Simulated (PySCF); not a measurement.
A structure optimised at PBE-D3(BJ)/def2-SVP, used in a PySCF frequency run:

```xyz
8

Re     0.0000     0.0000    -0.0752
O     -1.4287    -0.8249    -0.5629
O      0.0000     1.6497    -0.5629
O      1.4287    -0.8249    -0.5629
C      0.0000     0.0000     2.0063
H     -0.9069     0.5236     2.3713
H      0.9069     0.5236     2.3713
H      0.0000    -1.0473     2.3713
```

### Question
Write its SMILES, formula and point group.

### Answer
[CH3][Re](=[O])(=[O])=[O], CH3O3Re, C3v

### Question
What are its rotational constants (standard atomic weights)?

### Answer
3.7731, 3.4101, 3.4101 GHz
